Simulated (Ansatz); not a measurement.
Cs2Cl2⁺, relaxed as a doublet with UKS PBE-D4/def2-TZVP in Ansatz, starting from the PBE-D4/def2-TZVP geometry of the neutral singlet. Force threshold 0.02 eV/Å.

In the def2 sets Cs takes a core potential; there is no spin–orbit coupling. In the charge 1 doublet, Cl3 and Cl4 lie 2.66 Å apart (atoms count from 1), so these atoms are partly bonded to each other. The relaxation made no stability test and no search for a lower SCF solution. The structure comes from a short search, and lower isomers may exist.

Start:

```xyz
4

Cs    1.7442    0.7942    1.2793
Cs   -1.7442   -0.7943   -1.2792
Cl    1.4130   -0.7195   -1.4795
Cl   -1.4130    0.7197    1.4795
```

```
        step  energy (eV)  largest force component (eV/Å)  SCF passes
           1  -26131.1270                           0.675          35
           2  -26131.3538                           0.349          72
           3  -26131.5464                           0.287          23
           4  -26131.7530                           0.415          21
           5  -26131.9689                           0.490          17
           6  -26132.1503                           0.283          17
           7  -26132.1742                           0.180          18
8 (rejected)  -26132.1459                           0.457          17
           9  -26132.1846                           0.018          18
```

Force components are those of the run's own axes.

End:

```xyz
4

Cs    2.3170    1.0551    1.6995
Cs   -2.3170   -1.0551   -1.6995
Cl    0.8672   -0.4417   -0.9080
Cl   -0.8672    0.4417    0.9080
```

By distances, no bond broke or formed, bridged metal pairs apart. The bond that changes most is Cs1–Cl3, from 3.16 to 3.34 Å (atoms count from 1). Metal–metal contacts that move far: Cs1–Cs2 4.61 to 6.12 Å.

No frequencies were taken in this run, so the end may be a saddle point.

Hardware: 4 threads of Arm Neoverse V1 on a shared host. Wall time 20 s.
